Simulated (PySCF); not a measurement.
Structure from NMR data

Molecular formula: C₆H₁₅NP₂. Simulated spectra:

$^{1}$H NMR (600 MHz, computed): δ 2.88 (m, 6H), 2.85 (m, 2H), 2.06 (m, 1H), 1.03 (d, 6H).

$^{13}$C{$^{1}$H} NMR (computed): δ 48.3 (CH2), 48.0 (CH3, 2C), 31.7 (CH), 26.6 (CH3, 2C).

All values are calculated (PySCF): coordinates at the GFN2-xTB level, σ from GIAO-PBE0/pcSseg-1. Non-relativistic, no solvent, fast rotation and ring inversion assumed for equivalent nuclei, a single conformation.

Referencing at the same level of theory: $^{1}$H (σref 31.72) and $^{13}$C (σref 186.93) against TMS.

Question: Propose a structure and justify it.

Answer: 
- 4 carbon signals for 6 carbons: some carbons are equivalent by symmetry or fast rotation.
- Carbon types of the structure: 1 × CH, 1 × CH2, 4 × CH3, which accounts for all hydrogens.
- δC 48.3: sp3 CH2 bonded to P.
- δC 48.0: methyl carbon bonded to N; the inductive effect lowers its shielding.
- δC 31.7: sp3 CH; saturated and bonded to C and H only.
- δC 26.6: methyl carbon; saturated and bonded to C and H only.
- δH 2.88: hydrogen on a methyl carbon bonded to N; its carbon carries N, an electronegative neighbour.
- δH 2.06: hydrogen on an sp3 CH.
- δH 1.03: hydrogen on a methyl carbon; far from electronegative atoms and π systems.

These data were computed for `CC(C)C/P=P\N(C)C`.

The shifts were computed for this structure.

Splittings by $^{31}$P in the carbon and heteronuclear signals aren't shown, as no couplings were computed. Shifts are as computed. Against solution values, carbons near 30 ppm lie about +3 ppm off and those near 130 ppm about +5 ppm. Of 1211 compounds with measured shifts, 218 miss one by over three times the rms of a fit or turn the order of signals round; such compounds aren't used in these exercises. Multiplicities follow the n + 1 count of equivalent neighbours, as no J values were calculated; m marks all less simple cases, F and P coupling included.
